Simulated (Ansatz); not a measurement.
Ansatz (a program for electronic structure) input (MP2/6-311+G**): The .json file is the Basis Set Exchange's 6-311+G**.

Ansatz 0.2 input:
```yaml
crystal:
  periodic: [false, false, false]
  atoms:
    - {symbol: F, position_ang: [-1.05857075, -0.21560565, 0.02076994]}
    - {symbol: C, position_ang: [0.00212202, 0.41286249, -0.01271567]}
    - {symbol: F, position_ang: [1.05629413, -0.22733482, -0.00712790]}
    - {symbol: H, position_ang: [0.00775742, 1.50928936, -0.04648432]}
basis:
  gaussian:
    orbitals: 6-311+G__.json
total_charge: 1
magnetization: {spin_polarized: false}
correlation: {method: mp2, electrons: outside_noble_gas}
```

Task: What final total energy does it give?

Result: -237.55738 Eh.
